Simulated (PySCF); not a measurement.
Compound: C₂H₉NOSi.
SMILES with atom numbers: `[CH3:1][O:2][CH2:3][SiH2:4][NH2:5]` (hydrogens: H6, H7, H8 on C1; H9, H10 on C3; H11, H12 on Si4; H13, H14 on N5)

Torsions of this conformer, `[CH3:1][O:2][CH2:3][SiH2:4][NH2:5]`: C1–O2–C3–Si4 178°, O2–C3–Si4–N5 -55°, H–N5–Si4–C3 43°, H–N5–Si4–C3 178°.

The closed-shell ground state was solved at several levels (PySCF, density fitting, gas phase, non-relativistic). The structure is a single PBE0-D3(BJ)/def2-SVP conformer in the gas phase; no vibrational or solvent corrections.

| level | basis functions | total energy (Eh) | HOMO (eV) | LUMO (eV) | gap (eV) | dipole (D) |
| --- | --- | --- | --- | --- | --- | --- |
| B97-2/pcSseg-1 | 137 | -501.0010 | -6.92 | 0.98 | 7.90 | 0.82 |
| OPBE/pcSseg-1 | 137 | -500.9182 | -5.73 | 0.28 | 6.01 | 0.84 |
| PBE/pcSseg-1 | 137 | -500.6521 | -5.74 | 0.06 | 5.80 | 0.85 |
| LDA/pcSseg-1 | 137 | -498.1533 | -5.83 | -0.15 | 5.68 | 0.88 |
| PBE0/6-311+G(2d,p) | 197 | -500.8087 | -7.29 | 0.09 | 7.38 | 0.79 |
| PBE0/cc-pVTZ | 280 | -500.8228 | -7.21 | 0.80 | 8.01 | 0.85 |
| BHandHLYP/pcSseg-1 | 137 | -500.9377 | -8.53 | 1.82 | 10.35 | 0.81 |
| PBE/def2-SVPD | 179 | -500.4534 | -5.88 | -0.29 | 5.59 | 0.82 |
| mPW1PW91/pcSseg-1 | 137 | -501.0237 | -7.22 | 0.98 | 8.20 | 0.83 |
| HF/def2-SVPD | 179 | -498.9912 | -10.76 | 2.65 | 13.41 | 0.81 |

Question: Estimate the row for PBE0/pcSseg-0, a basis of 67 functions; the other rows only guide the guess.

Answer: Total energy -499.8763 Eh, HOMO -6.71 eV, LUMO 1.39 eV, gap 8.10 eV, dipole 0.96 D.

Question: Over all these levels, which gives the widest orbital gap and which the narrowest?

Answer: HF/def2-SVPD (Hartree–Fock, all exact exchange) has the widest, 13.41 eV, and PBE/def2-SVPD (GGA) the narrowest, 5.59 eV. The two share the basis. From the narrowest to the widest the HOMO moves by -4.88 eV and the LUMO by +2.94 eV.

Question: How much does the basis alone move the frontier levels among the 3 PBE0 rows (the withheld one included)?

Answer: The HOMO by 0.58 eV and the LUMO by 1.30 eV. By rising basis size (HOMO, LUMO in eV): pcSseg-0 -6.71, 1.39; 6-311+G(2d,p) -7.29, 0.09; cc-pVTZ -7.21, 0.80.

Question: In the pcSseg-1 basis, how does the gap go with the fixed share of exact exchange?

Answer: LDA (0 %) 5.68 eV; PBE (0 %) 5.80 eV; OPBE (0 %) 6.01 eV; B97-2 (21 %) 7.90 eV; mPW1PW91 (25 %) 8.20 eV; BHandHLYP (50 %) 10.35 eV. Each rise in the share widens the gap here.

Question: How far do the dipole and the HOMO energy spread over the levels?

Answer: The dipole runs from 0.79 to 0.96 D (mean 0.84 D) and the HOMO from -10.76 to -5.73 eV.
